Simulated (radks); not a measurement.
Q: Coherent X-ray form factor from a spherical all-electron density. All-electron calculation, scalar-relativistic Kohn-Sham, exchange-only LDA, spin-polarised, spherical densities, point nucleus. Program: a radial shooting solver on a logarithmic mesh with Libxc functionals.

sin(theta)/lambda (1/angstrom),f0 (electrons)
0.05,34.871
0.1,34.491
0.15,33.876
0.2,33.054
0.25,32.060
0.3,30.933
0.4,28.442
0.5,25.879
0.6,23.461
0.8,19.415
1,16.330
1.25,13.255
1.5,10.721
2,7.301

The species is in the configuration that NIST lists as its ground one. Which atom or ion scatters so?

A: The tin ion Sn15+, [Ar] 3d10 4s2 4p5. Extrapolating in s^2 from the first two rows gives f0(0) = 35.0, near the electron count 35; among species with that count, the fall with angle is slower the higher Z, and the table is that of Z = 50; from so few rows the species is fixed only to a neighbour or two.
